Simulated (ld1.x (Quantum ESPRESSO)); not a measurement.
# As (Z = 33): one change to a TM potential, before and after

- Element: As
- Generator: ld1.x (Quantum ESPRESSO) 7.5
- Type: norm-conserving Troullier–Martins (Kleinman–Bylander form)
- Functional: PBE
- Relativity: scalar-relativistic
- Frozen core: [Ar] 3d10
- Valence charge: 5
- Reference configuration: 4s2 4p3
- Partial waves: 4p (bound): rc 1.40 bohr; 4d channel at -0.15 Ry: rc 1.50 bohr; 4s (bound): rc 1.20 bohr
- Local potential: the s channel
- Core correction: none

All-electron outer shells of the reference configuration (PBE, scalar-relativistic, ld1.x):

```
shell  level (eV)  outermost node (bohr)  outermost maximum (bohr)
   3p     -133.68                   0.22                      0.52
   3d      -40.65                      –                      0.47
   4s      -14.49                   0.73                      1.61
   4p       -5.19                   0.78                      2.00
```

Change: fully relativistic.

Cutoffs: the cutoffs (Ry, on a coarse ladder) from which the occupation-weighted sum of valence levels, in a spherical-Bessel basis at the reference potential, stays within 10 and 1 mRy of its value at 400 Ry; they do not see the model core or the augmentation charge, which bear on the density cutoff. Errors are all-electron minus pseudo energies relative to the spin-unpolarised reference configuration.

Question: How do hardness, ghosts and transferability respond?

Answer: The potential gets neither clearly harder nor softer (80 Ry and 180 Ry → 80 Ry and 180 Ry); both files keep a bound ghost (d, p); of the 7 tests that both files solve, the error grows in 3 and shrinks in 1 by more than 15 % and 0.3 meV (median size 5.1 → 10.2 meV).

| quantity | base | changed |
| --- | --- | --- |
| cutoff, loose | 80 Ry | 80 Ry |
| cutoff, tight | 180 Ry | 180 Ry |
| loose cutoff by channel (10 mRy a level) | p 40 Ry, s 50 Ry | p 45 Ry, s 50 Ry |
| bound ghosts | p, d | p3/2, d3/2, d5/2, p1/2 |
| error for 4s2 4p2, meV [ΔE 9.15 eV] | -5.1 | -5.3 |
| error for 4s2 4p1, meV [ΔE 27.07 → 27.07 eV] | -19 | -19 |
| error for 4s2 4p0, meV [ΔE 54.77 → 54.78 eV] | -0.4 | +8.2 |
| error for 4s1 4p3, meV [ΔE 19.26 eV] | -4.9 | -11 |
| error for 4s1 4p4, meV [ΔE 9.42 eV] | +12 | +10 |
| error for 4s2 4p3.3, meV [ΔE -1.23 eV] | -0.1 | -0.4 |
| error for 4s1 4p0, meV [ΔE 105.42 → 105.43 eV] | +129 | +144 |
| s: phases at 1.64 bohr within 0.05 rad from the reference energy up to (Ry; the scan ends near 5) | 1.8 | 1.8 |

 A true bound ghost makes a file unfit for plane-wave use even where its test errors are small: the radial tests pick states by their node count and pass the ghost by.
